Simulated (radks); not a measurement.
The numbers below are computed, except where a source is named.
Problem. Radial electron density D(r) = 4 pi r^2 rho(r) of an atom or ion with 27 electrons. Level of theory: non-relativistic Kohn-Sham, LDA (Slater exchange, Perdew-Wang correlation), spin-unpolarised, spherical densities, point nucleus (a radial shooting solver on a logarithmic mesh with Libxc functionals).

r (bohr),D(r) (e/bohr)
0.003283,2.245
0.004173,3.433
0.005263,5.104
0.00669,7.552
0.008437,10.78
0.01073,15.13
0.01353,20.25
0.0172,26.14
0.02169,31.64
0.02757,35.93
0.03477,37.54
0.0442,36.09
0.05574,32.79
0.07085,30.38
0.08936,31.99
0.1136,37.83
0.1433,43.00
0.1821,41.57
0.2297,32.79
0.292,23.36
0.3682,21.38
0.4681,25.04
0.5903,25.80
0.7504,19.86
0.9464,11.43
1.203,4.799
1.517,1.564
1.929,0.3543
2.432,0.05593

What is the nuclear charge?

Solution. Z = 31. The innermost maximum, from 1s, lies near 1/Z = 0.0323 bohr (found: 0.0350), and its height grows with Z. The density is that of the gallium ion Ga4+ in [Ar] 3d9; the configuration itself is not fixed sharply by these data, and Z only to about a unit. D(r) has 3 maxima, at r = 0.0350, 0.155, 0.545 bohr, and minima at 0.0737, 0.345 bohr, inside which lie 2.10, 10.97 electrons.
